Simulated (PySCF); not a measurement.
**BO₂ + Br₂ → BBr₂ + O₂**

Level: PBE0 in the def2-TZVP basis family, all electrons, no relativity, computed in PySCF with density fitting; open shells unrestricted.

```tsv
species	state and structure	E (Eh)	ZPE (kJ/mol)	H(298 K) − H(0) (kJ/mol)	S° (J/(mol K))
BO₂	doublet, D∞h, B–O 1.260 Å (×2)	-175.17710	20.3	10.1	224.4
Br₂	singlet, D∞h, Br–Br 2.281 Å	-5147.70672	2.0	9.7	244.8
BBr₂	doublet, C2v, B–Br 1.878 Å (×2); Br–B–Br 126.3°	-5172.53118	9.6	12.1	293.2
O₂	triplet, D∞h, O–O 1.193 Å	-150.23561	10.3	8.7	204.9
```

Problem. What is the electronic reaction energy?

Solution. At PBE0/def2-TZVP, ΔE = 307.3 kJ/mol from the differences of the total energies times 2625.5, uphill. 

Problem. Add zero-point, thermal and entropy terms for 298.15 K and 1 bar.

Solution. ΔZPE = -2.4 and Δ[H(298) − H(0)] = 1.0 kJ/mol give ΔH° = 305.9 kJ/mol. ΔS° = 28.9 J/(mol K), so ΔG° = 305.9 − 298.15 × (0.0289) = 297 kJ/mol.

The structures come from searches over a few start shapes, so lower isomers are not excluded.
